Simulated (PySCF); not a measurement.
**State search for SrLi**

Unrestricted PBE0; basis Sr def2-SVPD with ECP28, Li def2-SVPD; scalar-relativistic core potentials; PySCF 2.14. Outer shells of the fragments: Sr 5s2; Li 2s1.

Followed along the bond (rough minima from three points):

| 2Ms+1 | unpaired | ⟨S²⟩ at the start | R at minimum (Å) | Te (eV) |
| --- | --- | --- | --- | --- |
| 2 | σ ↑ | 0.77 | 3.65 | 0.00 |
| 2 | π ↑ | 0.89 | 3.11 | 0.64 |
| 4 | σ ↑↑, π ↑ | 3.75 | 3.39 | 1.45 |
| 2 | δ ↑ | 0.81 | 3.38 | 1.48 |

Solutions found at the starting distance of 2.995 Å, counted from the lowest of them; the search is not exhaustive and high or unbound solutions are not listed, so other states can lie among these:

```
2Ms+1   unpaired   term  E (eV)  ⟨S²⟩  ⟨Lz²⟩  μ (D)
    2        σ ↑    ²Σ⁺    0.00  0.77   0.00  -0.10
    2        π ↑     ²Π    0.39  0.89   1.02  -0.95
    4  σ ↑↑, π ↑     ⁴Π    1.28  3.75   1.02  -0.34
    2        δ ↑     ²Δ    1.33  0.81   4.00   0.69
    4  σ ↑, π ↑↑    ⁴Σ⁻    1.72  3.75   0.00  -4.67
    2  σ ↑↑, π ↓  mixed    1.86  1.75   1.02  -0.19
    4      σ ↑↑↑    ⁴Σ⁺    1.86  3.75   0.00  -3.50
    2  σ ↑, π ↑↓  mixed    2.24  1.75   2.02  -4.12
    4  σ ↑↑, δ ↑     ⁴Δ    2.32  3.75   4.00   0.65
    4  σ ↑, π ↑↑  mixed    2.37  3.75   2.01   2.71
```

A term symbol is given only where ⟨S²⟩ and ⟨Lz²⟩ are close to those of a pure state; real π, δ and φ orbitals otherwise mix terms. A positive dipole means Sr(−)Li(+).

Question: Compare the gap between the two lowest followed solutions at the starting distance with the gap between their minima.

Answer: At PBE0 the second solution (doublet, unpaired electrons π ↑) lies +0.39 eV from the first (doublet, unpaired electrons σ ↑) at 2.995 Å and +0.64 eV at the minima; the two curves relax by different amounts, since their minima lie near 3.11 and 3.65 Å.

Spin–orbit coupling is left out. Counting both spins, an empty level lies below a filled one in some of these solutions, because spin and occupation are held.
